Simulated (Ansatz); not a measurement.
```yaml
crystal:
  periodic: [false, false, false]
  atoms:
    - {symbol: C, position_ang: [-0.541820, -1.193671, 1.587781]}
    - {symbol: O, position_ang: [0.514466, -0.523955, 0.901318]}
    - {symbol: Mo, position_ang: [0.504923, 0.960577, -0.291094]}
    - {symbol: N, position_ang: [0.237758, 0.240269, -2.072367]}
    - {symbol: S, position_ang: [2.470875, 1.869483, -0.202416]}
    - {symbol: S, position_ang: [-1.065990, 2.271869, 0.237323]}
    - {symbol: H, position_ang: [-0.099174, -1.685835, 2.413789]}
    - {symbol: H, position_ang: [-0.980695, -1.877147, 0.873407]}
    - {symbol: H, position_ang: [-1.251373, -0.462516, 1.965962]}
    - {symbol: H, position_ang: [-0.662208, 0.261900, -2.505366]}
    - {symbol: H, position_ang: [0.979872, 0.096555, -2.687245]}
basis:
  gaussian: {orbitals: STO-3G, final_grid: {core_spheres: 1, valence_spheres: 1, degree: 5}}
hamiltonian: {xc: {name: wB97M-V}}
```

```sh
$ ansatz run in.yaml --threads 4 --pin off --events-out ev --progress --plain --max-ram 11315MiB
```

Shortened log:

```
Functional definition: wB97M-V
818 factors; integrals over basis functions are off by at most 2.3e-4 eV
237 factors; integrals over basis functions are off by at most 1.2e-6 eV
mean field evaluation 1: about -133172.3760 eV, gradient 6.7e1 eV
mean field evaluation 2: about -133088.1091 eV, gradient 1.8e2 eV
mean field evaluation 4: about -133185.8939 eV, gradient 4.7e0 eV
mean field evaluation 8: about -133143.5321 eV, gradient 1.9e1 eV
mean field evaluation 16: about -133144.6770 eV, gradient 5.8e-3 eV
mean field -133144.67701547 eV, -4892.9766316150 hartree, gradient 5.7e-5 eV, S^2 0.000000; 0 other end points of the search recorded, 0 dependent functions left out
reference -133144.67701621 eV, -4892.9766316421 hartree; 50, 50 occupied and 15, 15 virtual orbitals, 818 factors
Total energy: -133144.67701621 eV, -4892.9766316421 hartree
```

In this input the integration grid is far too coarse. The calculation finished and met its thresholds. The result belongs to that input, not to the molecule as meant.
